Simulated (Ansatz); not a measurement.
Ideal-gas functions of CH$_{5}$NOSi, SMILES `N=C(O)[SiH3]` at 400 K and 1 bar, from an Ansatz frequency run at PBE0-D4/def2-TZVP.

Molar mass 75.14 g/mol, point group Cs (symmetry number 1), electronic degeneracy 1, moments of inertia 48.98, 115.906, 158.951 u Å². Harmonic wavenumbers (cm⁻¹, unscaled): 90, 233, 368, 429, 605, 645, 695, 720, 867, 912, 937, 941, 1092, 1232, 1390, 1704, 2238, 2250, 2251, 3546, 3726.

Use S(trans) = R[1.5 ln M + 2.5 ln T − 1.1517]; rotational temperatures θ = 24.2544 K / I; S(rot) = R[ln(√π/σ · √(T³/θAθBθC)) + 1.5]; for each mode x = 1.438777 ν̃/T, S = R[x/(eˣ − 1) − ln(1 − e⁻ˣ)] and H = RT x/(eˣ − 1); 1 cm⁻¹ = 0.0119627 kJ/mol; R = 8.31446 J/(mol·K).

By hand: the entropy, in J/(mol·K).

Translation 168.8. Rotation: θ = 0.4952, 0.2093, 0.1526 K, giving 109.2. Vibration, mode by mode: 17.73, 10.02, 6.56, 5.49, 3.32, 2.96, 2.57, 2.40, 1.58, 1.38, 1.29, 1.27, 0.82, 0.54, 0.34, 0.13, 0.02, 0.02, 0.02, 0.00, 0.00, in all 58.5. Electronic 0.0. Sum 336.5 J/(mol·K).

By hand: H − E and G − E in kJ/mol, counted from the electronic energy.

Zero-point energy ½ × 26871 × 0.0119627 = 160.7; thermal vibration 13.5; translation, rotation and pV give 4 RT = 13.3. H − E = 187.5 kJ/mol, and G − E = 187.5 − 400 × 336.5/1000 = 52.9 kJ/mol.

Vibration gives 17 % of the entropy, 17.7 J/(mol·K) of it from the mode under 150 cm⁻¹: soft modes count most, and the harmonic formula is weakest for them. The sum counts one conformer and one mirror image; others add a mixing term.
